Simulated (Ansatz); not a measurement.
`BC(=C)Cl` + `C1N[SiH2]1` → `BC(=C)N1C[SiH2]1` + HCl  (substitution at a C–Cl bond)

Program: Ansatz. Geometries: PBE0-D4/def2-TZVP. ΔE: electronic, gas phase. CCSD(T)/CBS adds triple-zeta CCSD(T) − MP2 to the extrapolated MP2 energy (def2 sets, frozen cores). This one scheme is used for every species. DFT in def2-TZVPP. B3LYP here is the variant with VWN-RPA as its local correlation; programs differ in this. Each species was taken in one conformer, which may not be the lowest.

Task: Is it downhill or uphill in electronic energy at CCSD(T)/CBS, and by how much? (Estimate.)

Result: The calculation gave: Downhill: ΔE = -23.0 kJ/mol.

Task: What do these levels give: B3LYP-D4, B2PLYP, SCS-MP2/def2-TZVPP, CCSD(T)/def2-TZVPP, SCS-MP2/def2-QZVPP, HF/CBS(def2)? (Best estimate.)

Result: The calculation gave: B3LYP-D4 -29.4, B2PLYP -22.7, SCS-MP2/def2-TZVPP -24.1, CCSD(T)/def2-TZVPP -25.6, SCS-MP2/def2-QZVPP -22.8, HF/CBS(def2) -16.7 kJ/mol.

Largest T1 diagnostic among the species: 0.013.

The D4 term adds −9.1 kJ/mol with B3LYP and −5.6 kJ/mol with PBE0; it sums over pairs of atoms, weighted by their polarisabilities, and B3LYP, whose exchange is more repulsive, gets the larger term. In def2-TZVPP, CCSD(T) changes the Hartree–Fock value by −9.2 kJ/mol (the triples alone add −1.4 kJ/mol) and MP2 by −11.9 kJ/mol.
